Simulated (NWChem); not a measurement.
C₂H₂FI; SMILES IC(=C)F

Results from NWChem. The geometry was optimised at PBE0/def2-SVP. def2 effective core potentials on I; no spin-orbit coupling. Ions are spin-unrestricted doublets at the neutral geometry; other ion states weren't tried.

For level Hartree-Fock/def2-SVP:

| Property | Result |
|---|---|
| vertical ionisation energy, ΔSCF (eV) | 8.93 |
| −ε(HOMO) (eV) | 9.72 |

Task: Estimate the same quantities for level PBE/def2-SVP.

Result: 
- vertical ionisation energy, ΔSCF (eV) = 9.15
- −ε(HOMO) (eV) = 6.04
